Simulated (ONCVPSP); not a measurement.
## Hf (Z = 72): one change to an ONCV potential, before and after

* Element: hafnium
* Generator: ONCVPSP 4.0.1
* Type: optimised norm-conserving Vanderbilt (ONCV)
* Functional: PBE
* Relativity: fully relativistic
* Frozen core: [Kr] 4d10 4f14
* Valence charge: 12
* Reference configuration: 5s2 5p6 5d2 6s2
* Partial waves: 5s+6s: rc 1.95 bohr, ncon 3, nbas 7, qcut 5.5 1/bohr, 2 projectors; 5p: rc 1.75 bohr, ncon 4, nbas 7, qcut 7.9 1/bohr, 1 projector; 5d: rc 2.00 bohr, ncon 4, nbas 9, qcut 4.6 1/bohr, 2 projectors, debl 2.4 Ha
* Local potential: polynomial inside 1.40 bohr (lpopt 1, dvloc0 0 Ha)
* Core correction: Teter function, fcfact 4.75, rcfact 1.7

Open shells are filled in proportion to 2j + 1.

All-electron outer shells of the reference configuration (PBE, scalar-relativistic, ld1.x):

```tsv
shell	level (eV)	outermost node (bohr)	outermost maximum (bohr)
5s	-67.02	0.55	1.01
5p	-35.57	0.60	1.16
4f	-16.83	–	0.45
6s	-5.11	1.37	2.89
5d	-2.69	0.67	1.69
```

Change: p: rc 1.34; local potential polynomial inside 1.34 bohr (lpopt 1, dvloc0 0 Ha).

Cutoffs: the cutoffs (Ha) at which the residual kinetic energy of the hardest occupied pseudo-wave falls to 1 and 0.1 mHa per electron; they do not see the model core or the augmentation charge, which bear on the density cutoff. Errors are all-electron minus pseudo energies relative to the spin-unpolarised reference configuration.

Task: What does the change do?

Result: The potential gets harder (20 Ha and 54 Ha → 28 Ha and 62 Ha); the errors of the 3 common tests hardly move; the range in which the d3/2 phases agree narrows (upper end at the end of the scan → 3.7); neither file shows a bound ghost. A smaller radius makes the pseudo-wave follow the all-electron one further in, where it bends more sharply, so more plane waves are needed.

```tsv
quantity	base	changed
cutoff, loose	20 Ha	28 Ha
cutoff, tight	54 Ha	62 Ha
loose cutoff by channel	s 9.5 Ha, p 20 Ha, d 12 Ha	s 9.5 Ha, p 28 Ha, d 12 Ha
bound ghosts	none	none
GHOST(+) flags under 300 eV	d3/2 at 186.3 eV	d3/2 at 108.8 eV
tests with a reliable result	3 of 4	3 of 4
error for 5s2 5p6 5d2 6s1, meV [ΔE 7.98 eV]	-6.4	-6.0
error for 5s2 5p6 5d2 6s0, meV [ΔE 22.16 eV]	-47	-44
error for 5s2 5p6 5d2 6s1.5, meV [ΔE 3.26 eV]	-1.1	-1.1
s: phases at 1.98 bohr within 0.05 rad from the reference energy up to (Ha; the scan ends near 5)	4.2	3.9
d5/2: phases at 2.03 bohr within 0.05 rad from the reference energy up to (Ha; the scan ends near 5)	to the end of the scan	to the end of the scan
d3/2: phases at 2.03 bohr within 0.05 rad from the reference energy up to (Ha; the scan ends near 5)	to the end of the scan	3.7
rms error of d²Exc/dni dnj with the model core, mHa	1.39	1.52
```
